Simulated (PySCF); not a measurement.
FH6NOSi2, SMILES N[Si@@H](O)[SiH2]F.

Coordinates come from a r2SCAN-D4/def2-SVP optimisation. The structure was generated by enumeration; whether it is a known compound was not checked. One conformer was computed; it need not be the lowest.

Two levels are set side by side: PBE/def2-TZVP (PySCF) and ωB97X/def2-TZVP (PySCF). Same geometry, gas phase. Differences are taken from unrounded values.

| quantity | ωB97X |
|---|---|
| orbital gap (eV) | 11.45 |
| highest occupied level (eV) | -10.11 |
| lowest empty level (eV) | 1.34 |
| dipole moment (D) | 2.01 |
| mean polarisability (bohr³) | 61.7 |

What does PBE give, and how far is it from ωB97X? (The exact figures need the calculation; the answer reports its results.)


| quantity | PBE | PBE minus ωB97X |
|---|---|---|
| orbital gap (eV) | 4.78 | -6.67 |
| highest occupied level (eV) | -6.34 | 3.77 |
| lowest empty level (eV) | -1.56 | -2.90 |
| dipole moment (D) | 1.91 | -0.10 |
| mean polarisability (bohr³) | 66.1 | 4.4 |

Without exact exchange PBE keeps part of each electron's self-repulsion, which lifts occupied levels and narrows the gap. PBE's more diffuse valence density responds more strongly to a field. Differences between two approximate levels are no errors against the true value.

Rough cost on one machine, each run with all the roots and properties that it gave: ωB97X against PBE within a factor of 2.
